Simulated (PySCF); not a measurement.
SMILES Clc1ccccc1-c1ccccc1Cl (C12H8Cl2), singlet, GFN2-xTB optimised geometry.

```
22

Cl    -2.05    -0.90    -0.03
C     -1.19     0.61     0.00
C     -1.90     1.79     0.00
C     -1.23     3.00     0.00
C      0.16     3.02     0.00
C      0.87     1.83     0.00
C      0.21     0.61     0.00
C      0.97    -0.65     0.00
C      0.88    -1.54     1.07
C      1.59    -2.72     1.09
C      2.42    -3.04     0.03
C      2.53    -2.18    -1.05
C      1.81    -0.99    -1.06
Cl     1.94     0.06    -2.43
H     -2.98     1.76    -0.01
H     -1.79     3.92     0.00
H      0.69     3.96     0.00
H      1.95     1.84     0.00
H      0.23    -1.28     1.90
H      1.51    -3.39     1.93
H      2.98    -3.96     0.03
H      3.17    -2.42    -1.89
```

Density from PySCF with B3LYP/def2-SVP at that geometry.

Minimum of the electron density along straight lines between bonded atoms, close to the bond critical point (lines longer than 1.1 times the sum of covalent radii, or with two minima, are not listed):

```
bond      length / Å  ρ at the minimum / e bohr⁻³  ∇²ρ there / e bohr⁻⁵  position (fraction from the first atom)
--------  ----------  ---------------------------  --------------------  ---------------------------------------
Cl1–C2         1.733                        0.200                 -0.28                                     0.58
C2–C3          1.385                        0.315                 -0.82                                     0.52
C3–C4          1.383                        0.314                 -0.81                                     0.50
C4–C5          1.385                        0.314                 -0.82                                     0.50
C5–C6          1.382                        0.315                 -0.82                                     0.50
C2–C7          1.393                        0.309                 -0.78                                     0.51
C6–C7          1.391                        0.309                 -0.78                                     0.50
C7–C8          1.476                          ___                 -0.65                                     0.50
C8–C9          1.391                        0.309                 -0.78                                     0.50
C9–C10         1.382                        0.315                 -0.82                                     0.50
C10–C11        1.385                        0.314                 -0.82                                     0.50
C11–C12        1.384                        0.314                 -0.81                                     0.50
C8–C13         1.393                        0.309                 -0.78                                     0.49
C12–C13        1.385                        0.315                 -0.82                                     0.48
C13–Cl14       1.733                        0.200                 -0.28                                     0.42
C3–H15         1.079                        0.285                 -1.10                                     0.63
C4–H16         1.079                        0.285                 -1.09                                     0.63
C5–H17         1.079                        0.285                 -1.09                                     0.63
C6–H18         1.080                        0.286                 -1.10                                     0.63
C9–H19         1.080                        0.286                 -1.10                                     0.63
C10–H20        1.079                        0.285                 -1.09                                     0.63
C11–H21        1.079                        0.285                 -1.09                                     0.63
C12–H22        1.079                        0.285                 -1.10                                     0.63
```

### Question
What belongs in the gaps?

### Answer

- C7–C8, ρ at the minimum / e bohr⁻³: 0.268
